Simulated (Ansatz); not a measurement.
Cost and result for the atomization energy of H5OSbSi (`[OH][SbH][SiH3]`) (8 atoms, 7 bonds).

Charge 0, multiplicity 1. Correlated methods include outer-core shells of Sb, which these sets cover unevenly. Sb takes the def2 core potential. The geometry is a stationary point of PBE0-D4/def2-TZVP. It is one conformer, not always the lowest. Program: Ansatz. All runs use 2 threads of an Arm Neoverse V1 on a shared host. Times are those of one run each, without the atoms' runs, and a repeat can differ threefold. Electronic energies, without spin–orbit coupling; frozen cores. CCSD(T)/CBS adds CCSD(T) − MP2 in def2-TZVPP to the MP2 limit, and its time is that of the two runs behind it. T1 = 0.014. With those shells the extrapolation isn't a true limit. HSE06 is the plane-wave form, built on full-range PBE exchange.

CCSD(T)/CBS is a level of theory with its own doubt, some kJ/mol a heavy atom from the limit and from the frozen cores, so smaller differences don't rank the functionals.

```json
{"level": "revPBE-D4/def2-TZVPP", "functions": "193", "wall time": "2.6 s", "atomization (kJ/mol)": "2176.7", "difference from CCSD(T)/CBS": "-58.5", "per bond": "-8.4"}
{"level": "PBE-D4/def2-TZVPP (with forces)", "functions": "193", "wall time": "3.3 s", "atomization (kJ/mol)": "2226.3", "difference from CCSD(T)/CBS": "-8.9", "per bond": "-1.3"}
{"level": "PBE0-D4/def2-TZVPP", "functions": "193", "wall time": "3.5 s", "atomization (kJ/mol)": "2176.8", "difference from CCSD(T)/CBS": "-58.4", "per bond": "-8.3"}
{"level": "HSE06-D4/def2-TZVPP", "functions": "193", "wall time": "3.9 s", "atomization (kJ/mol)": "2176.4", "difference from CCSD(T)/CBS": "-58.8", "per bond": "-8.4"}
{"level": "CCSD(T)/def2-SVP", "functions": "83", "wall time": "3.9 s", "atomization (kJ/mol)": "1992.1", "difference from CCSD(T)/CBS": "-243.1", "per bond": "-34.7"}
{"level": "PBE-QIDH/def2-TZVPP", "functions": "193", "wall time": "6.5 s", "atomization (kJ/mol)": "2152.7", "difference from CCSD(T)/CBS": "-82.5", "per bond": "-11.8"}
{"level": "B2PLYP/def2-TZVPP", "functions": "193", "wall time": "6.5 s", "atomization (kJ/mol)": "2182.4", "difference from CCSD(T)/CBS": "-52.8", "per bond": "-7.5"}
{"level": "r2SCAN-D4/def2-TZVPP (with forces)", "functions": "193", "wall time": "6.5 s", "atomization (kJ/mol)": "2208.3", "difference from CCSD(T)/CBS": "-26.9", "per bond": "-3.8"}
{"level": "r2SCANh-D4/def2-TZVPP", "functions": "193", "wall time": "6.5 s", "atomization (kJ/mol)": "2188.7", "difference from CCSD(T)/CBS": "-46.5", "per bond": "-6.6"}
{"level": "ωB97X-V/def2-TZVPP", "functions": "193", "wall time": "11 s", "atomization (kJ/mol)": "2246.0", "difference from CCSD(T)/CBS": "10.8", "per bond": "1.5"}
{"level": "MP2/def2-QZVPP", "functions": "359", "wall time": "22 s", "atomization (kJ/mol)": "2183.7", "difference from CCSD(T)/CBS": "-51.5", "per bond": "-7.4"}
{"level": "CCSD(T)/def2-TZVPP", "functions": "193", "wall time": "97 s", "atomization (kJ/mol)": "2149.8", "difference from CCSD(T)/CBS": "-85.4", "per bond": "-12.2"}
{"level": "CCSD(T)/CBS(def2)", "functions": "–", "wall time": "120 s", "atomization (kJ/mol)": "2235.2", "difference from CCSD(T)/CBS": "0.0", "per bond": "0.0"}
```

From PBE to PBE0 (25 % exact exchange), in def2-TZVPP and without D4, the atomization energy moves by −47.0 kJ/mol: exact exchange takes away binding that semilocal exchange gives to molecules. The D4 term adds +26.8 kJ/mol with B3LYP and +13.9 kJ/mol with PBE0; it sums over pairs of atoms, weighted by their polarisabilities, and B3LYP, whose exchange is more repulsive, gets the larger term. At CCSD(T), def2-SVP lies −243.1 kJ/mol from the extrapolated value and def2-TZVPP −85.4 kJ/mol: correlation converges slowly with the basis, and small sets miss more of it in the bonded molecule than in its fragments.

B3LYP here is the variant with VWN-RPA as its local correlation; programs differ in this.
